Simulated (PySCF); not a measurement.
Species: [AuCl4]- (charge -1 and singlet state).
SMILES: `[Cl][Au-]([Cl])([Cl])[Cl]`

Level of theory: PySCF 2.14.0, PBE0-D3(BJ)/def2-SVP geometry optimisation, gas phase, def2 core potentials past Kr.

Masses are those of the commonest isotopes; rigid-rotor values at the optimised geometry. 

What are A, B and C (cm⁻¹)?

Ia = 376.39, Ib = 376.47, Ic = 752.86 u·Å²; 505379 MHz·u·Å²/I gives 1343, 1342 and 671.3 MHz, that is A = 0.04479, B = 0.04478, C = 0.02239 cm⁻¹.

Classify the top.

An oblate symmetric top, as the point group D4h requires two equal moments: κ = (2 × 1342 − 1343 − 671.3)/(1343 − 671.3) = 1.00.

Is it planar, by Δ = Ic − Ia − Ib?

Planar: Δ = Ic − Ia − Ib = 0.00 u·Å². For a rigid frame Δ = −2 Σ m c², so it vanishes when all atoms lie in the ab plane; here none is more than 0.01 Å from it.

The point group D4h allows no dipole (computed: 0.00 D (about the centre of mass, as the species is charged)), so a rigid rotor has no electric-dipole lines.

Estimate the classical rotational partition function at 50 K, 100 K and 298.15 K.

Point group D4h, symmetry number σ = 8; q = (√π/σ)·√((kT/h)³/(ABC)), k/h = 20836.6 MHz/K: 6770 at 50 K, 19200 at 100 K, 98600 at 298.15 K.

Whether it is a minimum is left open (no frequencies). The geometry's basis has no diffuse functions, a weakness for an anion. Zero-point vibration and centrifugal distortion are left out.
